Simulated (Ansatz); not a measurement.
System: InCl (charge 0, triplet). This is an excited triplet: at this geometry the singlet lies 3.24 eV lower at CCSD(T)/CBS(def2-TZVPPD,def2-QZVPPD). 
Coordinates optimised at B3LYP-D3(BJ)/def2-TZVP (Ansatz, a program for electronic structure):
SMILES: [Cl][In]
```xyz
2

In     0.0000     0.0000    -0.6188
Cl     0.0000     0.0000     1.7837
```
Charge 0, spin multiplicity 3.

Basis-set convergence of Hartree-Fock and MP2 correlation energies (hartree) with Ansatz. Correlated levels leave the core frozen unless marked. Open shells are spin-unrestricted. No spin-orbit coupling. Frozen are the shells of the preceding noble gas and the d and f shells that filled before the atom's block. Past Kr the def2 sets carry scalar-relativistic core potentials.

```json
[
 {"basis": "def2-SVPD", "functions": "59", "E(HF)": "-648.56249", "E(corr, MP2)": "-0.16666"},
 {"basis": "def2-TZVPPD", "functions": "107", "E(HF)": "-648.71787", "E(corr, MP2)": "-0.21617"},
 {"basis": "def2-QZVPPD", "functions": "167", "E(HF)": "-648.73118", "E(corr, MP2)": "-0.23706"}
]
```

Extrapolating the two largest sets (X = 3 and 4) as X^-3: E(corr) = (64·(-0.23706) - 27·(-0.21617))/37 = -0.2523 Eh, an estimate of the basis-set limit. The largest set recovers 94.0 % of it, the smallest 66.1 %.
